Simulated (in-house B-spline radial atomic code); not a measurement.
Computed with a B-spline radial atomic code. Model: two electrons, singlet ground state, non-relativistic, full CI in B-splines with partial waves to l = 8 (at full coupling up to 3e-4 hartree above the limit, correlation up to 0.6 % small), density held at that of full coupling by Lieb maximisation.

Along the adiabatic connection the electron repulsion is scaled by a coupling λ while a local potential keeps the density fixed. At λ = 0 the system is the Kohn-Sham one and W equals the exchange energy; the exchange-correlation energy is the area under W between 0 and 1. The kinetic energy rises with λ as the electrons avoid each other, with dT/dλ = −λ dW/dλ.

Command:
```bash
python run_ac.py task.json out
```
Settings (lengths in bohr, energies in hartree):
```
potential              dot
strength               3.65
lmax                   8
second                 3
```

Time taken, with all properties: 5.6 s on 1 thread of Intel(R) Xeon(R) Processor @ 2.30GHz (shared host).

**W = mean repulsion less Hartree energy, and W of three functionals.**

Given: confinement charge in harmonic well; well frequency 3.65 hartree; nuclear charge 3; external potential omega^2 r^2/2 - Z/r.

Computed: LDA exchange minus exact 326.52 millihartree; PBE exchange minus exact 71.327 millihartree.

| coupling | W xc (hartree) | W xc minus exchange (millihartree) | kinetic minus Kohn-Sham (millihartree) | LDA (PW92) W minus its exchange (millihartree) | PBE W minus its exchange (millihartree) | SCAN W minus its exchange (millihartree) |
| --- | --- | --- | --- | --- | --- | --- |
| 0 | -2.2349 | 0 | 0 | 0 | 0 | 0 |
| 0.02 | -2.2367 | -1.829 | 0 | -13.83 | -2.19 | -1.87 |
| 0.05 | ? | ? | ? | ? | ? | ? |
| 0.12 | -2.2457 | -10.86 | 0.6 | -57.27 | -13.17 | -10.96 |
| 0.25 | -2.2572 | -22.33 | 2.8 | -98.51 | -27.31 | -22.34 |
| 0.4 | -2.2701 | -35.198 | 6.9 | -137.25 | -43.23 | -34.97 |
| 0.6 | -2.2866 | -51.771 | 15.2 | -180.66 | -63.74 | -51.1 |
| 0.8 | -2.3026 | -67.708 | 26.4 | -218.02 | -83.39 | -66.51 |
| 1 | -2.3179 | -83.043 | 40.2 | -251.16 | -102.21 | -81.27 |
| 1.4 | ? | ? | ? | ? | ? | ? |
| 2 | -2.3866 | -151.75 | 142.2 | -379.31 | -185.37 | -147.08 |
| 3 | -2.4443 | -209.41 | 285.5 | -472.36 | -254 | -202.42 |
| 4.5 | -2.5152 | -280.31 | 549.3 | -577.39 | -337.68 | -271.18 |
| 7 | -2.6043 | -369.42 | 1055.6 | -701.95 | -443.26 | -359.43 |
| 10 | -2.6806 | -445.78 | 1698.1 | -806.43 | -535.7 | -437.08 |

Problem. What belongs in the row 0.05?

Solution. W xc (hartree): -2.2394; W xc minus exchange (millihartree): -4.558; kinetic minus Kohn-Sham (millihartree): 0.1; LDA (PW92) W minus its exchange (millihartree): -29.03; PBE W minus its exchange (millihartree): -5.48; SCAN W minus its exchange (millihartree): -4.64.

Problem. What belongs in the row 1.4?

Solution. W xc (hartree): -2.3469; W xc minus exchange (millihartree): -112.04; kinetic minus Kohn-Sham (millihartree): 74.9; LDA (PW92) W minus its exchange (millihartree): -308.47; PBE W minus its exchange (millihartree): -137.53; SCAN W minus its exchange (millihartree): -109.08.

Problem. What is the SCAN exchange minus exact?

Solution. 9.6438 millihartree.

**Energy parts, natural occupations and partial-wave weights.**

Computed: total energy -3.6066 hartree; exchange energy -2.2349 hartree; correlation energy -0.042887 hartree; kinetic part over minus potential part 0.48356; Hartree energy 4.4697 hartree; Kohn-Sham kinetic 12.074 hartree; Lieb Oxford ratio E_xc over LDA exchange 1.1936.

| natural | occupation of the shell (electrons) |
| --- | --- |
| s | 1.9966 |
| p | 0.00248 |
| s | ? |
| d | 0.00012259 |
| p | 5.6937e-05 |
| f | 1.6219e-05 |

Problem. What belongs in the row s?

Solution. occupation of the shell (electrons): 0.00068788.

```csv
wave,weight
s,0.99865
p,?
d,6.6654e-05
f,9.3479e-06
g,2.2124e-06
```

Problem. What belongs in the row p?

Solution. weight: 0.0012708.

Problem. What is the initial slope twice GL2?

Solution. -0.091615 hartree.

Problem. What is the kinetic part of the DFT correlation energy?

Solution. 0.040157 hartree.

Half-way to full coupling W has made 52 % of its drop, against 50 % for a straight line, and second-order (GL2) theory, half the initial slope, overshoots the correlation energy by about 7 %: correlation is weak here. Over couplings 0 to 1 the errors in E_xc come to about +219 millihartree for LDA, +61 millihartree for PBE, +10 millihartree for SCAN, so SCAN is nearest. In LDA and PBE the errors of exchange and correlation have opposite signs, so the sum is smaller than the larger of the two.
